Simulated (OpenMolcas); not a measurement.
**Ni7+: effect of the active space**

| Property | Result |
| --- | --- |
| Program | OpenMolcas |
| Method | CASSCF or its RAS form |
| Basis | ANO-RCC-VTZP |
| Scalar Hamiltonian | DKH2, point nucleus |
| Spin-orbit coupling | RASSI with atomic mean-field integrals over the reference wave functions, term energies averaged over their components |

A. 3 electrons in 5 orbitals (3d); 2S+1 = 4 even, 10 roots; 2S+1 = 2 even, 40 roots; cost about 15 core-seconds
B. 9 electrons in 8 orbitals (RAS1 3p, at most 2 holes; RAS2 3d); 2S+1 = 4 even, 10 roots; 2S+1 = 2 even, 40 roots; cost about 26 core-seconds
C. 3 electrons in 10 orbitals (3d 4d); 2S+1 = 4 even, 10 roots; 2S+1 = 2 even, 40 roots; cost roughly 17 core-seconds

Energies in eV above 3d3 4F 3/2, the measured ground level; measured values from Corliss and Sugar, J. Phys. Chem. Ref. Data 10, 197 (1981).

```
               Level        A        B        C  Measured
          3d3 4F 3/2   0.0000   0.0000   0.0000    0.0000
          3d3 4F 5/2   0.1212   0.1245   0.1217    0.1255
          3d3 4F 7/2   0.2823   0.2891   0.2835    0.2708
          3d3 4F 9/2   0.4762   0.4861   0.4781    0.4613
          3d3 4P 1/2   3.4990   3.2946   3.4617    2.8840
          3d3 4P 3/2   3.5309   3.3188   3.4947    2.9397
          3d3 2G 7/2   3.6309   3.6207   3.5795          
          3d3 4P 5/2   3.6929   3.4960   3.6597    3.0586
          3d3 2G 9/2   3.7773   3.7781   3.7282          
   3d3 2P 3/2 [57 %]   4.7583   4.3296   4.6988          
          3d3 2P 1/2   4.7722   4.3585   4.7212          
          3d3 2H 9/2   4.8066   5.0129   4.7442          
         3d3 2H 11/2   4.9057   5.1216   4.8466          
3d3 2D 3/2(1) [62 %]   5.3214   4.8683   5.2537          
       3d3 2D 5/2(1)   5.3365   4.8819   5.2648          
          3d3 2F 7/2   8.1324   7.9573   8.0455          
          3d3 2F 5/2   8.1983   8.0235   8.1110          
       3d3 2D 5/2(2)  12.6580  11.8260  12.4449          
       3d3 2D 3/2(2)  12.7367  11.9203  12.5171
```

Deviations, from unrounded energies. A percentage is the sum of absolute deviations over the sum of measured energies, with the sign that they share, or ± where signs differ.

| Against measurement | Levels | A | B | C |
| --- | --- | --- | --- | --- |
| mean absolute deviation (cm-1) | 6 | 2500 | 1700 | 2400 |
| fine structure of the ground term (%) | 3 | ±3.6 | ±5.1 | ±3.9 |
| other terms of the ground configuration (%) | 3 | +20.7 | +13.8 | +19.5 |

B lies closest to measurement on these levels and A furthest from it. The largest miss of B in the table is 3d3 4P 5/2, by +3500 cm-1. The ranking rests on the paired levels alone, and a cruder setting can come out closer through cancelling errors.

Among A to C the level of the table that moves most is 3d3 2D 5/2(2), by 6700 cm-1 (lowest in B, highest in A).

Without dynamic correlation excited terms often stand tens of per cent too high (terms of higher spin than the ground term too low), and those without a measured partner can miss by more than the paired ones. Active for correlation alone: 3p; no level in the range computed is led by a configuration that opens it, so any true level of that kind is missing (holds for B). Active for correlation alone: 4d; no level in the range computed is led by a configuration that fills it, so any true level of that kind is missing (holds for C). Measured partners are found by configuration, term and J. A level has none where our copy of the source lacks it or the pairing is in doubt (some pairs that miss far off the trend of their configuration count as doubtful), and it then counts in no deviation. Only configurations of the active space appear.

A share in square brackets marks a mixed level and gives the weight of the term that names it, the lowest over the columns. A number in round brackets counts repeated terms of one configuration in the order of the reference energies.
